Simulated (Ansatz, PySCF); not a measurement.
Cl3Sc, SMILES [Cl][Sc-]([Cl])[Cl] (connectivity only; charge and spin as stated), charge -1, multiplicity 2. Atoms are numbered in the order given.

```xyz
4

Sc     0.0000     0.0000     0.0000
Cl     2.4073     0.0000     0.0000
Cl    -1.2036     2.0847     0.0000
Cl    -1.2036    -2.0847     0.0000
```
Charge -1, spin multiplicity 2.

Geometry optimised at B3LYP-D3(BJ)/def2-SVPD. The multiplicity is an assumed one; other spin states were not compared.

Two levels are set side by side: PBE-D3(BJ)/def2-SVPD (Ansatz, a first-principles code) and B3LYP-D3(BJ)/def2-SVPD (Ansatz). Each level has its own optimised geometry; the coordinates shown are those of the second. Frequencies come from the Hessian of PySCF at each geometry. Differences are taken from unrounded values.

```csv
quantity,B3LYP-D3(BJ),PBE-D3(BJ),PBE-D3(BJ) minus B3LYP-D3(BJ)
mean bond length (Å),2.407,2.387,-0.020
bond Sc1–Cl2 (Å),2.407,2.387,-0.020
bond Sc1–Cl3 (Å),2.407,2.387,-0.020
bond Sc1–Cl4 (Å),2.407,2.387,-0.020
highest harmonic wavenumber (cm⁻¹),364,366,2
mean harmonic wavenumber (cm⁻¹),206,204,-2
zero-point energy (kcal/mol),1.76,1.75,-0.02
```

On these quantities the two levels nearly agree.
